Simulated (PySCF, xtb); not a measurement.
In(H)(Me)(vinyl) (C3H7In), SMILES C=[CH][InH][CH3]. One conformer was computed; it need not be the lowest.

Harmonic wavenumbers (cm⁻¹) from xtb 6.7.1 with GFN2-xTB at its own minimum, in rising order: 32, 63, 72, 188, 297, 386, 391, 453, 490, 592, 633, 904, 949, 1015, 1191, 1202, 1367, 1399, 1434, 1443, 1634, 2949, 2960, 2968, 2972, 2995, 3008.

### Question
What does PBE-D3(BJ)/def2-SVP run with PySCF give at its own minimum? (An estimate is asked for; the answer gives what the named calculation found.)

### Answer
23, 66, 82, 233, 346, 415, 420, 470, 524, 654, 703, 946, 954, 1013, 1130, 1205, 1365, 1379, 1382, 1592, 1683, 2980, 3018, 3059, 3081, 3101, 3107. Paired by order, the mean absolute difference is 46 cm⁻¹ and the zero-point energies are 48.6 and 49.9 kcal/mol.
